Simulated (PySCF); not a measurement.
C3H7BO2.

```xyz
13

O      2.2361     0.9610     0.1918
B      1.0112     0.4289    -0.0111
C     -0.4340     1.0614     0.0746
C     -0.8915    -0.4103     0.3217
O     -2.0341    -0.8695    -0.3600
C      0.4197    -1.0287    -0.2178
H      2.9410     0.3017     0.1392
H     -0.7180     1.8408     0.7985
H     -0.7728     1.3628    -0.9342
H     -0.9724    -0.5972     1.4140
H     -2.7855    -0.3473    -0.0478
H      0.2691    -1.2255    -1.2959
H      0.8022    -1.9464     0.2555
```

The structure is a stationary point at r2SCAN-D4/def2-SVP. This is a generated structure with no PubChem entry under its InChIKey; it may be hypothetical. Other conformers were not sampled.

Computed with PySCF with PBE/pcSseg-1. Non-relativistic, no solvent.

Question: Give the absolute GIAO shielding of each atom: isotropic value and principal components (ppm). (Estimate from the structure and the level; the computed values follow.)

Answer: 
| atom | σ(iso) | σ11 | σ22 | σ33 | span |
|---|---|---|---|---|---|
| O1 | 139.1 | -25.1 | 159.2 | 283.3 | 308.3 |
| B2 | 42.8 | 2.2 | 23.4 | 102.8 | 100.6 |
| C3 | 143.8 | 126.3 | 133.7 | 171.4 | 45.1 |
| C4 | 113.6 | 84.3 | 95.9 | 160.6 | 76.3 |
| O5 | 238.8 | 212.4 | 235.6 | 268.2 | 55.8 |
| C6 | 146.6 | 127.4 | 144.3 | 168.1 | 40.7 |
| H7 | 25.4 | 21.7 | 22.3 | 32.3 | 10.6 |
| H8 | 29.5 | 26.1 | 27.4 | 34.9 | 8.7 |
| H9 | 30.0 | 27.6 | 28.6 | 33.7 | 6.1 |
| H10 | 26.9 | 23.0 | 26.4 | 31.2 | 8.1 |
| H11 | 30.6 | 22.4 | 28.1 | 41.1 | 18.7 |
| H12 | 29.8 | 27.2 | 28.7 | 33.5 | 6.2 |
| H13 | 29.6 | 25.9 | 27.5 | 35.3 | 9.4 |
